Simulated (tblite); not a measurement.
Compound: C₆H₁₃NOSi₂.
Geometry (GFN2-xTB, Å), atoms numbered from 1 in this order:
```
atom  x, y, z in Å
C1     3.0029    0.4315    1.2449
C2     2.1371    0.3834   -0.0038
O3     1.0427   -0.4724    0.2435
C4     0.1903   -0.7297   -0.8616
C5    -0.7108    0.4636   -1.1983
C6    -1.5271    0.8776    0.0352
C7    -2.4609    1.9019   -0.2971
N8    -3.2265    2.7067   -0.5785
Si9   -2.4040   -0.6867    0.7822
Si10  -0.9006   -2.1638   -0.1826
H11    3.3777   -0.5617    1.4773
H12    3.8413    1.1043    1.0875
H13    2.4142    0.7850    2.0876
H14    1.7899    1.3969   -0.2543
H15    2.7157    0.0035   -0.8610
H16    0.7946   -0.9831   -1.7447
H17   -0.1171    1.3123   -1.5541
H18   -1.3809    0.1738   -2.0128
H19   -0.8429    1.2775    0.7910
H20   -3.7874   -0.7116    0.2923
H21   -2.4657   -0.5061    2.2363
H22   -1.4204   -2.9454   -1.3152
H23   -0.0670   -3.0307    0.6451
```

Calculated harmonic vibrations of the isolated species, GFN2-xTB (tblite), most abundant isotopes, no scaling. The method is semi-empirical: single wavenumbers can be off by several per cent or more. Modes of hydrogen on silicon can be 10 to 20 % off. One conformer, not necessarily the lowest.

Harmonic wavenumbers (cm⁻¹): 35.4, 42.4, 58.1, 112.4, 131.3, 152.4, 202.8, 230.8, 237.8, 311.0, 328.4, 342.8, 410.9, 429.7, 452.6, 468.3, 501.8, 548.8, 551.5, 581.5, 602.1, 650.6, 668.5, 739.8, 771.2, 800.5, 839.1, 890.2, 937.0, 966.3, 1028.8, 1052.1, 1083.4, 1099.3, 1113.7, 1130.7, 1149.6, 1177.2, 1190.1, 1254.7, 1265.7, 1288.4, 1324.2, 1349.8, 1401.9, 1476.6, 1494.7, 1497.9, 1499.0, 2180.4, 2219.0, 2231.3, 2277.6, 2387.4, 2843.3, 2848.4, 2880.1, 2926.5, 2936.2, 2965.5, 3043.7, 3044.9, 3049.3.

A = 1226, B = 689.7, C = 523.0 MHz; mass 171.054 u (most abundant isotopes); point group C1, symmetry number 1.

Problem. Zero-point energy?

Solution. ½Σν̃ = 37854 cm⁻¹ = 108.23 kcal/mol.

Problem. Entropy at 350 K, 1 bar (ideal gas, RRHO, classical rotation)?

Solution. Translation 42.14, rotation 31.44, vibration 49.64: S = 123.2 cal/(mol K).

Problem. And Cp and H(350 K) − H(0)?

Solution. Cp = 57.08 cal/(mol K), of which vibrations give 49.13 (their classical limit is 63 R = 125.2); H(350 K) − H(0) = 11.66 kcal/mol without the zero-point energy, 8.88 from vibrations.

Problem. Which modes carry the vibrational entropy at 350 K?

Solution. 35.4 cm⁻¹: 5.82; 42.4 cm⁻¹: 5.46; 58.1 cm⁻¹: 4.84; 112.4 cm⁻¹: 3.54; 131.3 cm⁻¹: 3.24; 152.4 cm⁻¹: 2.95 cal/(mol K); the other 57 give 23.80 together.

Problem. How do the functions run with temperature in this model?

Solution. 
```
T (K)  S (cal/(mol K))  Cp (cal/(mol K))  H − H(0) (kcal/mol)  G − H(0) (kcal/mol)  ln q(vib)
  100             76.9              22.9                 1.54                -6.15       2.94
  200             97.2              37.3                 4.55               -14.89       6.67
  300            114.9              50.8                 8.96               -25.51      10.38
  500            146.4              72.9                21.47               -51.72      17.59
  800            185.6              93.8                46.74              -101.72      27.65
 1000            207.5             102.8                66.45              -141.08      33.77
```

q(vib) and H(0) count from the zero-point level.

Hindered rotation and anharmonicity are outside this model. Other conformers, if any are populated, would add a mixing term that is left out. The structure is chiral; the term R ln 2 for an equal mix with its mirror image is left out.
